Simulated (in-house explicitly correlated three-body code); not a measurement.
The numbers below are computed, except where a source is named.
# Two electrons around a charge Z: highest levels of functionals against the exact one

The exact non-relativistic ground state comes from a variational code in 260 exponentially correlated functions, the Kohn-Sham parts from inverting its density (past Z = 6 the correlation energy is taken as exact minus Hartree-Fock, equal to within microhartrees), and self-consistent runs (Hartree-Fock is restricted) from a B-spline radial code. Z may be fractional; the second electron is bound down to Z = 0.911.

The exact Kohn-Sham level equals minus the binding energy. «Unbound» marks a run whose level isn't bound or that didn't converge.

```
   Z  exact (eV)  Hartree-Fock (eV)  BLYP (eV)  PBE (eV)  PBE0 (eV)  r2SCAN0 (eV)
 1.3      -5.031             -5.491    -0.7513   -0.7456     -2.019        -2.224
1.36      -6.185             -6.637      -1.52    -1.501     -2.883        -3.115
1.54      -10.24             -10.66     -4.434    -4.374     -6.068        -6.386
1.64      -12.87             -13.29     -6.439    -6.357      -8.22        -8.587
1.76      -16.38             -16.79     -9.206    -9.099     -11.16        -11.59
 1.9           ?                  ?          ?         ?          ?             ?
2.16      -30.93             -31.31     -21.26    -21.08      -23.8        -24.43
2.44      -43.71             -44.07     -32.28    -32.06     -35.23        -36.01
2.56           ?                  ?          ?         ?          ?             ?
2.88      -68.08             -68.43      -53.9    -53.62      -57.5        -58.52
2.94      -71.82             -72.16     -57.26    -56.96     -60.94           -62
 3.3      -96.26             -96.59     -79.45    -79.11     -83.67        -84.92
```

Task: What belongs in the row Z = 2.56?

Result: exact (eV): -49.83; Hartree-Fock (eV): -50.19; BLYP (eV): -37.66; PBE (eV): -37.41; PBE0 (eV): -40.78; r2SCAN0 (eV): -41.63.

Task: What belongs in the row Z = 1.9?

Result: exact (eV): -20.98; Hartree-Fock (eV): -21.38; BLYP (eV): -12.93; PBE (eV): -12.8; PBE0 (eV): -15.09; r2SCAN0 (eV): -15.59.

Task: Why do the levels of the functionals lie above the exact one?

Result: Semilocal exchange-correlation potentials fall off faster than the exact −1/r, since they don't cancel the electron's repulsion by itself; hybrids restore a share of the tail, and range-separated ones all of it at long range. Hartree-Fock has the tail but lacks relaxation and correlation.
